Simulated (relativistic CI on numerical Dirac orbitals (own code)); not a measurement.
## Au⁵⁺: resonant inelastic scattering at the L2,3 edge

Computed with this model: Dirac-Coulomb-Breit CI, orbitals from a KLI potential per configuration, QED by a radiative potential, valence Slater integrals scaled by 0.8, Kramers-Heisenberg scattering through one core-hole configuration in a parametric crystal field; configurations [Xe] 4f14 5d6 → [He] 2s2 2p5 3s2 3p6 3d10 4s2 4p6 4d10 4f14 5s2 5p6 5d7; 80 K; core-hole width 5 eV; summed over polarisations. Incident energies are the highest absorption maxima for each field (at most a few, so the weaker spin-orbit partner edge can be absent), on the computed scale of the free ion. Intensities are in per cent of the strongest line above 0.02 eV; levels within 1 cm⁻¹ are merged; final levels count from the ground level, the first row holds all elastic scattering, lines under 0.4 are left out and each table stops after 24 rows. The scale of the Slater integrals is a model choice and moves the terms in proportion.

Field parameters in Wybourne normalisation: Oh B⁴₀ = 21Dq, B⁴₄ = √(5/14) B⁴₀. The field is a parameter set, without covalency.

S is read from ⟨S²⟩ = S(S + 1).

Oh, 10Dq = 10000 cm⁻¹:

```
Final level (eV)  Degeneracy  Irrep     S  11920.4 eV
           0.000           1     A1  1.36       659.6
           0.152           2      E  1.64        20.3
           0.225           3     T1  1.64       100.0
           0.265           3     T2  1.81        26.6
           0.794           3     T2  1.52         7.3
           1.231           3     T1  1.88         4.0
           1.529           2      E  1.43         9.3
           1.577           1     A1  1.37         6.6
           1.870           3     T1  1.26        59.2
           1.923           3     T2  1.73        13.8
           2.087           2      E  1.28         2.6
           2.190           1     A1  1.61         1.1
           2.365           3     T1  1.67         2.0
           2.615           3     T2  1.29         1.4
           2.732           2      E  1.07         6.4
           2.817           3     T2  1.01        18.3
           2.836           3     T1  1.08        26.1
           2.878           3     T2  1.06         6.6
           2.977           3     T1  0.88         1.7
           3.009           2      E  1.00         1.2
           3.210           3     T2  0.86         0.5
           3.254           1     A1  0.72         2.4
           3.342           3     T2  1.11        17.1
           3.674           2      E  0.88         0.8
```

Oh, 10Dq = 22550 cm⁻¹:

```csv
Final level (eV),Degeneracy,Irrep,S,11920.9 eV
0.000,1,A1,0.60,655.0
1.314,2,E,1.32,8.8
1.480,3,T1,1.29,100.0
1.601,3,T2,1.28,34.3
2.262,3,T2,1.80,2.7
2.571,1,A1,1.49,8.3
2.625,3,T1,1.47,65.9
3.011,2,E,1.28,0.9
3.087,3,T1,1.48,61.2
3.493,2,E,1.50,1.1
3.547,3,T2,1.19,31.3
3.791,3,T1,0.96,16.2
4.017,3,T1,1.49,3.6
4.217,2,E,1.11,2.4
4.236,1,A1,1.27,3.9
4.246,3,T2,0.79,49.7
4.675,1,A1,1.24,0.4
4.835,3,T2,0.99,1.0
4.907,3,T1,1.30,2.3
5.126,3,T2,1.28,1.7
5.162,3,T1,1.15,1.6
5.257,3,T2,0.87,2.6
5.650,2,E,0.83,0.4
5.904,3,T2,1.01,0.5
```

For the first field the strongest loss at the lowest incident energy is the level at 0.22 eV (S = 1.64, against 1.36 in the thermal ground state).
